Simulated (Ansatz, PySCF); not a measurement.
Breaking the Se2–H6 bond in H4SeSi (SMILES [SiH3][SeH]) (multiplicity 1 held, fragments rigid). Energies count from the point at 1.472 Å.
Geometry at that point (charge 0, multiplicity 1):
```xyz
6

Si    -1.41090    -0.55973     0.05077
Se     0.70615     0.32303    -0.02769
H     -1.63371    -1.31771     1.30126
H     -2.30799     0.61378     0.00171
H     -1.66953    -1.44568    -1.10514
H      1.35469    -0.99720     0.03287
```

R- and RO- levels are restricted; in cc, def2 and unpolarised 6-31G sets they are followed outwards from rest. Unrestricted levels (U-) break spin symmetry where that is lower. Active spaces are followed from a long bond inwards. Left out are points that failed, MP2 points that dive below the minimum, coupled-cluster points behind a jump of the amplitudes or a sharp parting from full CI or MRCI, small-basis points behind a change of solution, and semi-empirical points at long bonds. Curves can end on different states.

Correlated levels freeze the cores. Filled d and f shells under p-block atoms count as core. Rows in LANL2DZ carry no dispersion term and start afresh at each structure. LANL2DZ brings its own core potentials from Na on.

The values were computed with Ansatz (Gaussian orbitals); PySCF for LANL2DZ rows. Each number belongs to the level named beside it.

Energies in kcal/mol.

```tsv
R (Å)	U-HF/LANL2DZ	U-r2SCAN/def2-TZVPP	U-B3LYP/LANL2DZ	R-MP2/def2-TZVPP	R-CCSD(T)/def2-TZVPP	FIC-MRCISD+Q on CASSCF(4,3)/def2-TZVPP
1.178	37.0	34.9	39.5	34.9	35.8	35.7
1.325	7.2	6.5	8.7	6.2	6.7	6.7
1.472	0.0	0.0	0.0	0.0	0.0	0.0
1.619	4.2	4.5	2.5	5.1	4.4	4.4
1.767	14.0	14.1	10.3	15.5	13.8	13.8
1.987	30.9	31.8	26.0	34.5	30.8	30.7
2.208	40.3	49.4	42.5	53.4	46.8	46.4
2.576	47.0	68.1	62.5	79.6	66.0	65.5
2.944	49.4	76.5	70.7	97.6	75.3	75.4
3.386	50.3	80.5	74.2	109.3	77.8	80.1
3.975	50.6	82.0	left out	111.9	75.9	81.8
4.711	50.7	82.5	left out	101.2	73.2	82.1
```

Doubts at one or more of the structures used: a spin-contaminated determinant (U-HF/LANL2DZ, U-r2SCAN/def2-TZVPP, U-B3LYP/LANL2DZ); a restricted determinant that unrestricted orbitals would lower (R-MP2/def2-TZVPP, R-CCSD(T)/def2-TZVPP); other coupled-cluster roots lie near (R-CCSD(T)/def2-TZVPP); active orbitals that take no part (FIC-MRCISD+Q on CASSCF(4,3)/def2-TZVPP).

Ansatz is a quantum-chemistry and plane-wave program.
